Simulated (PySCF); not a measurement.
GeH₅Si, charge +1, multiplicity 1. Atoms are numbered in the order given.

```xyz
7

Si    -1.6222     0.0014     0.0000
Ge     0.7889     0.0068     0.0000
H     -2.0229     0.6640     1.2675
H     -2.0229     0.6640    -1.2675
H     -1.8092    -1.4834     0.0000
H      1.6601    -0.0412     1.2774
H      1.6601    -0.0412    -1.2774
```
Charge +1, spin multiplicity 1.

Coordinates come from a PBE-D3(BJ)/def2-TZVP optimisation. The multiplicity is an assumed one; other spin states were not compared. The isomer is the one that the SMILES or the coordinates give; other isomers of the formula were not compared.

Method: PySCF with PBE-D3(BJ)/def2-TZVP.

Frequencies are harmonic and unscaled.

```json
[
 {"mode": "1", "ν (cm⁻¹)": "68", "IR (km/mol)": "0.0", "moving atoms (share of kinetic energy)": "H 100 %"},
 {"mode": "2", "ν (cm⁻¹)": "279", "IR (km/mol)": "2.4", "moving atoms (share of kinetic energy)": "H 52 %, Si 34 %, Ge 14 %"},
 {"mode": "3", "ν (cm⁻¹)": "324", "IR (km/mol)": "4.5", "moving atoms (share of kinetic energy)": "H 99 %"},
 {"mode": "4", "ν (cm⁻¹)": "346", "IR (km/mol)": "5.2", "moving atoms (share of kinetic energy)": "H 53 %, Si 33 %, Ge 14 %"},
 {"mode": "5", "ν (cm⁻¹)": "552", "IR (km/mol)": "0.7", "moving atoms (share of kinetic energy)": "H 89 %, Si 8 %"},
 {"mode": "6", "ν (cm⁻¹)": "613", "IR (km/mol)": "0.1", "moving atoms (share of kinetic energy)": "H 90 %"},
 {"mode": "7", "ν (cm⁻¹)": "753", "IR (km/mol)": "238.9", "moving atoms (share of kinetic energy)": "H 93 %"},
 {"mode": "8", "ν (cm⁻¹)": "859", "IR (km/mol)": "14.8", "moving atoms (share of kinetic energy)": "H 97 %"},
 {"mode": "9", "ν (cm⁻¹)": "862", "IR (km/mol)": "22.8", "moving atoms (share of kinetic energy)": "H 97 %"},
 {"mode": "10", "ν (cm⁻¹)": "881", "IR (km/mol)": "35.5", "moving atoms (share of kinetic energy)": "H 97 %"},
 {"mode": "11", "ν (cm⁻¹)": "2087", "IR (km/mol)": "15.6", "moving atoms (share of kinetic energy)": "H 99 %"},
 {"mode": "12", "ν (cm⁻¹)": "2126", "IR (km/mol)": "10.3", "moving atoms (share of kinetic energy)": "H 98 %"},
 {"mode": "13", "ν (cm⁻¹)": "2153", "IR (km/mol)": "7.0", "moving atoms (share of kinetic energy)": "H 98 %"},
 {"mode": "14", "ν (cm⁻¹)": "2213", "IR (km/mol)": "2.1", "moving atoms (share of kinetic energy)": "H 97 %"},
 {"mode": "15", "ν (cm⁻¹)": "2241", "IR (km/mol)": "3.1", "moving atoms (share of kinetic energy)": "H 95 %"}
]
```
